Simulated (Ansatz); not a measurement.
`CC(C)C[Si](Cl)(Cl)CC(C)C`, relaxed with RKS PBE0-D4/def2-TZVP in the Gaussian-basis code of Ansatz from a PBE-D4/def2-SVP geometry. The force threshold is 0.005 eV/Å; the program also tests the step.

Total charge 0; spin multiplicity 1.

Start:

```xyz
29

C     0.221   -2.235   -0.322
C    -0.825   -1.812   -1.361
C    -0.457   -2.333   -2.757
C    -1.039   -0.284   -1.392
Si   -1.683    0.538    0.178
Cl   -3.231   -0.647    0.946
Cl   -2.536    2.364   -0.399
C    -0.459    0.842    1.581
C     0.970    1.273    1.182
C     0.996    2.620    0.448
C     1.881    1.303    2.417
H     0.370   -3.334   -0.330
H     1.206   -1.765   -0.530
H    -0.080   -1.954    0.708
H    -1.795   -2.273   -1.068
H     0.506   -1.899   -3.102
H    -0.348   -3.437   -2.759
H    -1.231   -2.067   -3.505
H    -1.770   -0.017   -2.186
H    -0.093    0.235   -1.670
H    -0.918    1.598    2.256
H    -0.423   -0.102    2.166
H     1.374    0.500    0.490
H     2.034    2.904    0.178
H     0.581    3.428    1.088
H     0.396    2.608   -0.484
H     1.523    2.054    3.153
H     1.907    0.319    2.928
H     2.923    1.571    2.144
```

By how much does the energy fall, and how many steps does the optimiser take? (Estimate.)

Computed: 11.89 kJ/mol, in 9 steps.

Which bonds change most? (Estimate.)

Computed: Si5–Cl7 from 2.096 to 2.065 Å; Si5–Cl6 from 2.095 to 2.064 Å; C4–Si5 from 1.886 to 1.866 Å; Si5–C8 from 1.886 to 1.866 Å.

Give the relaxed structure. (Estimate.)

Ansatz gave: 
```xyz
29

C     0.198   -2.221   -0.311
C    -0.829   -1.794   -1.349
C    -0.431   -2.288   -2.733
C    -1.041   -0.278   -1.369
Si   -1.676    0.528    0.190
Cl   -3.192   -0.637    0.968
Cl   -2.537    2.320   -0.367
C    -0.450    0.829    1.564
C     0.967    1.249    1.162
C     0.991    2.580    0.425
C     1.866    1.300    2.390
H     0.340   -3.304   -0.328
H     1.169   -1.757   -0.509
H    -0.107   -1.949    0.703
H    -1.786   -2.258   -1.086
H     0.524   -1.851   -3.040
H    -0.319   -3.376   -2.745
H    -1.178   -2.017   -3.482
H    -1.757   -0.014   -2.154
H    -0.104    0.229   -1.637
H    -0.890    1.582    2.230
H    -0.409   -0.098    2.147
H     1.369    0.482    0.489
H     2.016    2.867    0.179
H     0.561    3.374    1.044
H     0.421    2.551   -0.506
H     1.507    2.052    3.099
H     1.887    0.337    2.908
H     2.892    1.561    2.118
```
